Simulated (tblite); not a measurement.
Isomers of CH12N2Si4. Calculated harmonic vibrations of the isolated species, GFN2-xTB (tblite), most abundant isotopes, no scaling. Errors from tens to a few hundred cm⁻¹ against measured bands are possible. Modes of hydrogen on silicon can be 10 to 20 % off. One conformer each.

Electronic energies: GFN2-xTB at the same geometries; isomer energies are rough at this level and their order can be wrong.

| SMILES | electronic energy, lowest = 0 (kcal/mol) |
| --- | --- |
| [SiH3]N([SiH3])[Si@H]1NC[SiH2]1 | 33.2 |
| C[Si@@]1(N)[SiH2][SiH2][Si@@H]1N | 99.1 |
| C[Si@@H]1N[SiH2][SiH2]N1[SiH3] | 0.0 |
| N[Si@@H]1C[Si@@](N)([SiH3])[SiH2]1 | 94.4 |
| [SiH3]N([SiH3])[Si@H]1C[SiH2]N1 | 9.7 |
| N[Si@@H]1CN([SiH3])[SiH2][SiH2]1 | 48.5 |

Task: How do GFN2-xTB zero-point energies change the relative energies?

Result: 
```
                            SMILES  ZPE (kcal/mol)  of it from modes above 1550 cm⁻¹  electronic (kcal/mol)  with ZPE, lowest = 0 (kcal/mol)  lowest mode (cm⁻¹)  rings
    C[Si@@H]1N[SiH2][SiH2]N1[SiH3]            77.5                              43.0                    0.0                              0.0                  34      1
   [SiH3]N([SiH3])[Si@H]1C[SiH2]N1            75.8                              42.3                    9.7                              8.1                   4      1
   [SiH3]N([SiH3])[Si@H]1NC[SiH2]1            75.9                              41.8                   33.2                             31.6                 18i      1
  N[Si@@H]1CN([SiH3])[SiH2][SiH2]1            77.6                              43.2                   48.5                             48.6                  40      1
N[Si@@H]1C[Si@@](N)([SiH3])[SiH2]1            79.0                              46.9                   94.4                             95.9                   9      1
  C[Si@@]1(N)[SiH2][SiH2][Si@@H]1N            80.8                              48.0                   99.1                            102.4                  45      1
```

The zero-point energies span 5.0 kcal/mol, from `[SiH3]N([SiH3])[Si@H]1C[SiH2]N1` to `C[Si@@]1(N)[SiH2][SiH2][Si@@H]1N`. Slightly imaginary modes are left out of the zero-point energy: `[SiH3]N([SiH3])[Si@H]1NC[SiH2]1` 18.1i cm⁻¹. The order is unchanged.

Task: What do entropy and thermal enthalpy add at 298.15 K and 1 bar (rigid rotor, harmonic oscillator, one conformer each)?

Result: 
```json
{"SMILES": "C[Si@@H]1N[SiH2][SiH2]N1[SiH3]", "point group": "C1", "symmetry number": "1", "S (cal/(mol K))": "112.0", "H − H(0) (kcal/mol)": "8.68", "ZPE + H − H(0) − TS (kcal/mol)": "52.7"}
{"SMILES": "N[Si@@H]1CN([SiH3])[SiH2][SiH2]1", "point group": "C1", "symmetry number": "1", "S (cal/(mol K))": "110.0", "H − H(0) (kcal/mol)": "8.58", "ZPE + H − H(0) − TS (kcal/mol)": "53.4"}
{"SMILES": "C[Si@@]1(N)[SiH2][SiH2][Si@@H]1N", "point group": "C1", "symmetry number": "1", "S (cal/(mol K))": "116.1", "H − H(0) (kcal/mol)": "9.62", "ZPE + H − H(0) − TS (kcal/mol)": "55.7"}
```

Not tabulated: `[SiH3]N([SiH3])[Si@H]1C[SiH2]N1` (lowest mode only 4 cm⁻¹); `[SiH3]N([SiH3])[Si@H]1NC[SiH2]1` (lowest mode only 18i cm⁻¹); `N[Si@@H]1C[Si@@](N)([SiH3])[SiH2]1` (lowest mode only 9 cm⁻¹).
